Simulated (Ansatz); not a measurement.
Calculated with Ansatz (gas phase, PBE0-D4/def2-TZVP geometries, no zero-point term in ΔE). CCSD(T)/CBS adds triple-zeta CCSD(T) − MP2 to the extrapolated MP2 energy (def2 sets, frozen cores). This one scheme is used for every species. DFT in def2-TZVPP. For Se outer-core shells are correlated without core-valence functions, which leaves a few kJ/mol of doubt a bond. Scalar relativity is left out up to krypton. Each species was taken in one conformer, which may not be the lowest.

`OC[SiH](Cl)[SeH]` + H₂ → H₂Se + `OC[SiH2]Cl`  (hydrogenolysis of the Se–Si bond)

```csv
level,ΔE (kcal/mol)
BLYP-D4,10.8
PBE0-D4,10.9
r2SCANh-D4,11.1
ωB97M-V,9.7
r2SCANh,10.5
CCSD/def2-SVP,4.5
CCSD/def2-TZVPP,7.9
MP2/CBS(def2),13.5
```

What does CCSD(T)/CBS give? (Best estimate.)

Computed: +10.8 kcal/mol. The listed levels differ from it by 0.0, 0.1, 0.3, -1.1, -0.3, -6.3, -2.9, 2.7 kcal/mol.

Largest T1 diagnostic among the species: 0.010.

From PBE to PBE0 (25 % exact exchange), in def2-TZVPP and without D4, ΔE moves by −0.7 kcal/mol. Leaving LDA and LC-ωPBE aside and taking each functional with its dispersion term where it has one, the values, not all of them listed here, spread over 4.7 kcal/mol, from CAM-B3LYP-D4 to revPBE-D4. At CCSD(T), def2-SVP lies −5.3 kcal/mol from the extrapolated value and def2-TZVPP −1.5 kcal/mol.

CCSD(T)/CBS has its own doubt, a few kJ/mol and more with outer-core shells, so smaller differences from it don't rank the levels.
